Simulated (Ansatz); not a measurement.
Reaction (ligand exchange at the Sn–N bond): `C[SiH2][NH][SnH3]` + silanol → `[SiH3][O][SnH3]` + `C[SiH2]N`

Program: Ansatz. Geometries: PBE0-D4/def2-TZVP. ΔE: electronic, gas phase. CBS: MP2 limit from def2 TZ/QZ plus the TZ coupled-cluster correction, frozen cores. Functionals use def2-TZVPP. B3LYP here is the variant with VWN-RPA as its local correlation; programs differ in this. def2 core potentials past Kr. For Sn outer-core shells are correlated without core-valence functions, which leaves a few kJ/mol of doubt a bond. Each species was taken in one conformer, which may not be the lowest.

```csv
level,ΔE (kJ/mol)
B3LYP-D4,-32.2
ωB97X-V,-31.7
PBE,-32.0
HF/def2-TZVPP,-42.1
```

(1) What does CCSD(T)/CBS give? (Best estimate.)

Largest T1 diagnostic among the species: 0.013.

## Answers

(1) Computed: -28.0 kJ/mol. The listed levels differ from it by -4.2, -3.7, -4.0, -14.1 kJ/mol.

In def2-TZVPP, CCSD(T) changes the Hartree–Fock value by +15.5 kJ/mol (the triples alone add +1.7 kJ/mol) and MP2 by +17.3 kJ/mol. The D4 term adds +6.2 kJ/mol with B3LYP and +3.4 kJ/mol with PBE0; it sums over pairs of atoms, weighted by their polarisabilities, and B3LYP, whose exchange is more repulsive, gets the larger term.
